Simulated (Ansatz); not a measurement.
Consider the redistribution: `CN(C)B(F)S` + `CBCC` → `CCB(F)S` + `CBN(C)C`.

Computed with Ansatz on PBE0-D4/def2-TZVP structures; ΔE is electronic, products minus reactants. CBS: MP2 limit from def2 TZ/QZ plus the TZ coupled-cluster correction, frozen cores. One conformer a species, not always the lowest.

`CN(C)B(F)S`:

```xyz
13

C     0.864    0.168   -1.154
N     0.140    0.032    0.084
C     0.954    0.214    1.264
B    -1.223   -0.254    0.160
F    -1.813   -0.363    1.360
S    -2.251   -0.489   -1.335
H     1.317    1.163   -1.234
H     0.202    0.029   -2.008
H     1.667   -0.575   -1.222
H     0.350    0.098    2.162
H     1.405    1.213    1.274
H     1.766   -0.521    1.293
H    -3.379   -0.714   -0.644
```

`CBCC`:

```xyz
13

C    -1.118    0.867   -1.031
B    -0.801   -0.564   -0.504
C     0.372   -0.930    0.459
C     1.313    0.174    0.922
H    -1.992    1.215   -0.458
H    -1.449    0.869   -2.073
H    -0.328    1.609   -0.895
H    -1.535   -1.461   -0.831
H     0.935   -1.737   -0.037
H    -0.074   -1.449    1.321
H     1.816    0.650    0.076
H     2.089   -0.203    1.593
H     0.772    0.960    1.457
```

`CCB(F)S`:

Z-matrix (Å, degrees):
```
C
C 1 1.529
H 1 1.093 2 111.3
H 1 1.092 2 111.3 3 -119.9
H 1 1.092 2 111.2 3 119.8
B 2 1.563 1 113.7 3 -64.5
H 2 1.100 1 109.2 3 177.2
H 2 1.094 1 110.8 3 61.3
S 6 1.805 2 121.4 1 136.5
F 6 1.333 2 119.9 1 -44.2
H 9 1.344 6 96.6 2 177.8
```

`CBN(C)C`:

Z-matrix (Å, degrees):
```
C
B 1 1.570
H 1 1.092 2 116.7
H 1 1.096 2 109.5 3 122.6
H 1 1.096 2 109.5 3 -122.6
N 2 1.395 1 125.7 3 0.3
H 2 1.204 1 118.8 3 -179.8
C 6 1.444 2 125.5 1 0.0
C 6 1.445 2 122.2 1 -180.0
H 8 1.087 6 110.9 2 0.0
H 8 1.097 6 110.8 2 120.4
H 8 1.097 6 110.8 2 -120.4
H 9 1.089 6 109.8 2 -0.0
H 9 1.097 6 111.0 2 120.3
H 9 1.097 6 111.0 2 -120.3
```

| species | CCSD(T)/CBS(def2) energy (Eh) |
| --- | --- |
| `CN(C)B(F)S` | -657.50825 |
| `CBCC` | -144.37049 |
| `CCB(F)S` | -602.17930 |
| `CBN(C)C` | -199.71235 |

(1) Work out ΔE.

Largest T1 diagnostic among the species: 0.012.

Results:

(1) ΔE = (-602.17930) + (-199.71235) − (-657.50825) − (-144.37049) = -0.01291 Eh = -0.35 eV.

In def2-TZVPP, CCSD(T) changes the Hartree–Fock value by −0.11 eV (the triples alone add −0.02 eV) and MP2 by −0.09 eV. From PBE to PBE0 (25 % exact exchange), in def2-TZVPP and without D4, ΔE moves by +0.04 eV.
